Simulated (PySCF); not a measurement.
Working with the constants of TlS

UHF-CCSD(T) constants of TlS, doublet, unpaired electrons π ↑ (basis Tl x2c-TZVPPall, S x2c-TZVPPall; spin-free X2C with a Gaussian nucleus; PySCF 2.14; masses 204.9744 and 31.9721 u):

| Quantity | Value |
| --- | --- |
| ωe | 268.8 cm⁻¹ |
| ωexe | 0.795 cm⁻¹ |
| Be | 0.090504 cm⁻¹ |
| αe | 0.000386 cm⁻¹ |
| D (centrifugal) | 4.1e-08 cm⁻¹ |
| De to Tl + S | 2.81 eV |

(1) Give the vibrational terms G(v) and spacings up to v = 6.

(2) How well does the Morse estimate ωe²/(4ωexe) reproduce De, and what is D0?

Correlated steps freeze 39 core orbitals. Spin–orbit coupling is left out, which matters for elements this heavy, above all for dissociation energies. The state was picked by a PBE0 search and need not be the measured ground state.

## Answers

(1) G(v) = ωe(v+½) − ωexe(v+½)².

```tsv
v	G(v) (cm⁻¹)	G(v) − G(v−1)	Bv (cm⁻¹)
0	134.2		0.09031
1	401.4	267.2	0.08993
2	667.0	265.6	0.08954
3	931.1	264.0	0.08915
4	1193.5	262.4	0.08877
5	1454.4	260.9	0.08838
6	1713.6	259.3	0.08800
```

(2) It gives 2.82 eV, 100 % of the computed De. D0 = De − G(0) = 2.81 − 0.02 = 2.79 eV.
